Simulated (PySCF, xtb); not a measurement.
C₂H₅NO₂Si, SMILES C1=N[SiH2]OCO1. One conformer was computed; it need not be the lowest.

Harmonic wavenumbers (cm⁻¹) from GFN2-xTB (xtb) at its own minimum, in rising order: 149, 164, 348, 377, 489, 549, 598, 679, 724, 771, 779, 831, 883, 922, 1075, 1078, 1158, 1248, 1316, 1356, 1475, 1692, 2320, 2413, 2834, 2937, 2957.

**Question.** What does B3LYP-D3(BJ)/def2-SVP in PySCF give at its own minimum? (Estimate from the structure and the level; the computed values follow.)

**Answer.** 157, 215, 368, 415, 522, 692, 699, 743, 756, 826, 849, 942, 984, 998, 1110, 1145, 1220, 1296, 1404, 1440, 1502, 1729, 2242, 2283, 2974, 3101, 3131. Paired by order, the mean absolute difference is 76 cm⁻¹ and the zero-point energies are 45.9 and 48.2 kcal/mol.
